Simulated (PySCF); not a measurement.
How methods differ on the ionisation energy of Mo⁺

Mo⁺ [Kr] 4d5 (6S) → Mo²⁺ [Kr] 4d4 (5D), as a difference of total energies. Calculation: PySCF 2.14, in aug-cc-pVDZ-PP with ECP28MDF (5s5p4d2f, 54 functions); a scalar-relativistic core potential. Correlated levels: valence: 4s2 4p6 frozen. The calculations carry no spin-orbit coupling.

```csv
method,ionisation energy (eV)
UHF,15.140
PBE,16.442
BP86,16.498
MP2 (valence),15.717
SCS-MP2 (valence),15.332
```

Question: How much does correlation contribute at MP2 (valence)?

Answer: 15.717 − (15.140) = 0.577 eV, measured against UHF.

The reference lies between the lowest fine-structure levels, while these numbers refer to the centres of the terms.

Errors of the correlated levels include the incompleteness of this basis and the frozen core.

For comparison: 16.16 ± 0.12 eV (semi-empirical (NIST evaluation); NIST Atomic Spectra Database, ionization energies).
